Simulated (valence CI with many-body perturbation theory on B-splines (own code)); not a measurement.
Values are calculated unless marked as measured or tabulated.
**W⁶⁹⁺: what the settings do**

Method: configuration interaction combined with many-body perturbation theory (CI+MBPT): three valence electrons over a frozen Dirac-Fock core [He], a basis of 6 s, 6 p, 5 d, 3 f, 1 g functions for each j, with the one-electron correlation potential Σ1 (screened to all orders), the two-electron term Σ2, the three-electron term Σ3, Breit, model QED; selected single and double excitations, second order for the rest (own B-spline code, finite nucleus).

No measured spectrum was set against this ion. As an estimate, large intervals hold to a few tenths of a per cent, small ones and those within an open d or f shell to about a per cent.

The reference run has the lowest level (2s^2 2p1/2) J=1/2 and an ionisation energy of 18822.5 eV. Its largest variational space holds 3408 state functions.

Levels are named by their leading jj configuration (3d3/2^4 stands for four electrons in 3d with j = 3/2), which in mixed levels can hold well under half, so a name can repeat and another be missing. Letters in brackets count levels of one name in rising energy.

```csv
Level,Reference (cm⁻¹),Shift (cm⁻¹)
(2s 2p1/2^2) J=1/2,2187570,+2935
(2s^2 2p3/2) J=3/2,11798900,-1766
(2s 2p1/2 2p3/2) J=3/2 [a],13340100,+1119
(2s 2p1/2 2p3/2) J=5/2,13668600,+1123
(2s 2p1/2 2p3/2) J=1/2,14256000,+1128
(2s 2p1/2 2p3/2) J=3/2 [b],14272500,+1121
(2p1/2^2 2p3/2) J=3/2,16541400,+3972
(2s 2p3/2^2) J=5/2,25282400,-706
(2s 2p3/2^2) J=1/2,26166500,-717
(2s 2p3/2^2) J=3/2,26171700,-706
(2p1/2 2p3/2^2) J=3/2,27940000,+2224
(2p1/2 2p3/2^2) J=5/2,28122900,+2223
```

The ionisation energy moves by -0.5 eV.

(1) Which of these changes was made?
A. logarithmic knot step 0.27 → 0.2; scale of Σ1 1 → 0
B. highest l in the core sums 6 → 7
C. selection threshold (hartree) 2e-08 → 1e-06; three-electron term on → off

Results:

(1) A. logarithmic knot step 0.27 → 0.2; scale of Σ1 1 → 0.
